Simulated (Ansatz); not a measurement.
Problem. Name a neutral molecule of C, F and H with HOMO energy (ωB97M-V/def2-TZVPP) between -10.55 and -10.25 eV and LUMO energy (ωB97M-V/def2-TZVPP) between 1.45 and 1.75 eV (Ansatz, PBE0-D4/def2-TZVP geometry).

Solution. `FC/C=C(/F)C(F)F` (-10.30 eV, 1.66 eV); `FC1(F)C=CC1` (-10.44 eV, 1.66 eV); `C=C(F)C(F)F` (-10.51 eV, 1.71 eV). Other molecules can fit too; these were computed, each in one conformer that needn't be the lowest.
